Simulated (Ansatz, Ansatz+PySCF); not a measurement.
```yaml
atoms:
  - { symbol: N, position_ang: [0.0000, 0.0000, 0.0000] }
  - { symbol: S, position_ang: [0.0000, 0.0000, 4.4700] }
```

Basis set: def2-SVP (spherical functions). Charge 0, multiplicity 2.

Computed with Ansatz (development build ahead of 0.2.0); each method stands on the lowest determinant of its kind that the runs found.

**Question.** Give the atomization energy at this shape (free ground-state atoms in the same class of orbitals less the molecule, no zero-point energy) of doublet NS by PBE0 (unrestricted), UHF.

**Answer.**

| method | atomization energy |
| --- | --- |
| PBE0 (unrestricted) | 0.11 kcal/mol |
| UHF | 0.04 kcal/mol |

Caution: the shape is not the minimum; the unrestricted determinant is a mixture of spin states. Caution for PBE0 (unrestricted): charge can spread falsely over distant fragments.
